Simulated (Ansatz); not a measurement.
ClH5OSSi2 can be A, `O[SiH2]S[SiH2]Cl`, or B, `O[Si]([SiH3])(S)Cl`.

Isolated molecules relaxed with PBE0-D4/def2-TZVP in Ansatz; ΔE leaves out vibrations. CCSD(T)/CBS adds triple-zeta CCSD(T) − MP2 to the extrapolated MP2 energy (def2 sets, frozen cores). Functionals use def2-TZVPP. B3LYP here is the variant with VWN-RPA as its local correlation; programs differ in this. One conformer a species, not always the lowest.

A:

```xyz
10

O    -1.732   -0.367   -0.562
Si   -0.821   -1.214    0.503
S     1.278   -0.957    0.146
Si    1.273    1.157   -0.031
Cl    0.769    1.756   -1.936
H    -1.488   -0.387   -1.490
H    -1.203   -0.697    1.833
H    -1.017   -2.682    0.416
H     2.649    1.629    0.225
H     0.292    1.762    0.895
```

B:

Z-matrix (Å, degrees):
```
Si
Si 1 2.331
S 1 2.138 2 114.0
O 1 1.634 2 108.0 3 119.4
Cl 1 2.067 2 108.4 3 -119.9
H 2 1.486 1 110.5 3 178.8
H 2 1.486 1 107.8 3 59.0
H 2 1.486 1 109.5 3 -60.0
H 3 1.343 1 93.8 2 -84.0
H 4 0.961 1 118.0 2 -177.4
```

(1) Which is lower in electronic energy at CCSD(T)/CBS, and by how much? (Estimate.)

(2) Give E(B) − E(A) in kJ/mol with B3LYP-D4, PBE0-D4, MP2/def2-TZVPP, r2SCAN-D4, HF/def2-TZVPP, PBE-D4, CCSD(T)/def2-TZVPP. (Best estimate.)

Largest T1 diagnostic: 0.012.

Results:

(1) Computed: A, by 58.1 kJ/mol.

(2) The calculation gave: B3LYP-D4 52.4, PBE0-D4 49.6, MP2/def2-TZVPP 65.5, r2SCAN-D4 53.8, HF/def2-TZVPP 64.4, PBE-D4 44.2, CCSD(T)/def2-TZVPP 55.6. None reverses the order clearly.

From PBE to PBE0 (25 % exact exchange), in def2-TZVPP and without D4, E(B) − E(A) moves by +5.6 kJ/mol.
